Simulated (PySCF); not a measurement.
Gas-phase reaction: 2 SnH3F + H2 ⇌ 2 SnH4 + F2

Method: PySCF energies plus ideal-gas RRHO corrections (1 bar). † marks an energy on the PBE0/def2-TZVP geometry and frequencies; other levels use their own. MP2 freezes the core. All species are closed-shell singlets. Sn: scalar-relativistic def2 core potential, no spin-orbit coupling. SnH3F: computed as isolated molecules; such fragments, hydroxides, amides, oligomers or adducts are transient or little studied in the gas. MP2 isn't extrapolated to the basis-set limit; its ΔH°(298 K) is 621.4 kJ in def2-SVP and 646.2 kJ in def2-TZVPP. The harmonic model lacks anharmonicity and excited electronic states, which grow with temperature; levels with a mode under 35 cm⁻¹ are left out.

| level | ΔE electronic, kJ | ΔH°(298 K), kJ | ΔS°(298 K), J/K | ΔG°(1800 K), kJ |
|---|---|---|---|---|
| HF/def2-TZVP† | 661 | 660 | -1 | 676 |
| MP2/def2-SVP† | 622 | 621 | -1 | 638 |
| MP2/def2-TZVPP† | 647 | 646 | -1 | 663 |
| PBE/def2-SVP | 550 | 548 | -1 | 563 |
| PBE0/def2-TZVP | 606 | 606 | -1 | 622 |
| LDA/def2-TZVP† | 587 | 586 | -1 | 603 |
ΔH° is lowest at PBE/def2-SVP and highest at HF/def2-TZVP†. No reference value is set beside these.
